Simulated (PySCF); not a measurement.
## Radial density of Zr³⁺ (zirconium, charge +3)

TPSS, [Kr] 4d1, 2D determinant. All numbers are calculated (PySCF 2.14, scalar relativity by spin-free X2C-1e, in x2c-TZVPall (8s6p6d1f, 63 functions)).

```
r (bohr)  4πr²ρ (e/bohr)  4πr²(ρα − ρβ)
  0.0393           45.25        -0.0007
  0.0661           45.06         0.0002
   0.111           61.54         0.0164
   0.187           42.56         0.0810
   0.315           43.32         0.1187
   0.529           30.52         0.0070
   0.891           9.589         0.2076
    1.50           6.267         0.6303
    2.52          0.7187         0.2715
    4.24         0.01302         0.0123
    7.13       2.652e-05         0.0000
```

Densities and radii are taken from the X2C orbitals without a picture-change correction, which distorts them close to the nucleus.
